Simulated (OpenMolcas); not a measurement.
**3d6 along the 24-electron sequence**

| Property | Result |
| --- | --- |
| Program | OpenMolcas |
| Method | CASSCF |
| Basis | ANO-R2 |
| Scalar Hamiltonian | X2C, finite nucleus |
| Spin-orbit coupling | state interaction with AMFI integrals over the reference wave functions, term energies averaged over their components |

Active space for each ion: 6 electrons in 10 orbitals (3d 4d).

Computed levels in cm-1 above 5D4:

```csv
Level,Fe2+,Ni4+,Cu5+
5D3,411,816,1094
5D2,702,1380,1836
5D1,889,1740,2309
5D0,981,1916,2539
3H6,21947,29093,32409
3H5,22155,29486,32915
3H4,22309,29753,33233
3P2(1),23959,31605,35078
3F4(1),25051,33162,36889
weight of 5D in the lowest level (%),100,100,100
```

Measured, with the error of the calculation in %. Measured levels: Fe2+ from Corliss and Sugar, J. Phys. Chem. Ref. Data 11, 135 (1982); Ni4+ from Corliss and Sugar, J. Phys. Chem. Ref. Data 10, 197 (1981); Cu5+ from Sugar and Musgrove, J. Phys. Chem. Ref. Data 19, 527 (1990).

```
 Level           Fe2+           Ni4+           Cu5+
   5D3     436 (-5.8)     890 (-8.2)    1196 (-8.5)
   5D2     739 (-5.0)    1490 (-7.4)    1987 (-7.6)
   5D1     932 (-4.6)    1872 (-7.0)    2490 (-7.3)
   5D0    1027 (-4.5)    2058 (-6.9)    2733 (-7.1)
   3H6   20051 (+9.5)   27111 (+7.3)   30418 (+6.5)
   3H5   20301 (+9.1)   27578 (+6.9)   31009 (+6.1)
   3H4   20482 (+8.9)   27859 (+6.8)   31288 (+6.2)
3P2(1)  19405 (+23.5)  26153 (+20.8)  29285 (+19.8)
3F4(1)  21462 (+16.7)  29124 (+13.9)  32756 (+12.6)
```

The fine-structure level 5D0 changes by a factor of 2.59 from Fe2+ to Cu5+. Its fourth root runs 5.60, 6.62, 7.10, with steps per unit of Z of 0.51, 0.48; equal steps would mean a (Z - σ)^4 law with constant σ.

3H6 changes by a factor of 1.48 over the same range, with steps per unit of Z of +3570, +3320 cm-1.

Without dynamic correlation excited terms often stand tens of per cent too high (terms of higher spin than the ground term too low), and those without a measured partner can miss by more than the paired ones. Active for correlation alone: 4d; no level in the range computed is led by a configuration that fills it, so any true level of that kind is missing. Some levels mix across a computed gap that differs much from the measured one, so their mixing is not that of the real levels (holds for Cu5+). Computed and measured levels are paired by configuration, term and J; levels that our copy of the source lacks, or whose pairing is in doubt (as where it misses far off the trend of its configuration), stay unpaired and out of the deviations. Only configurations of the active space appear.

A number in round brackets counts repeated terms of one configuration in the order of the reference energies.
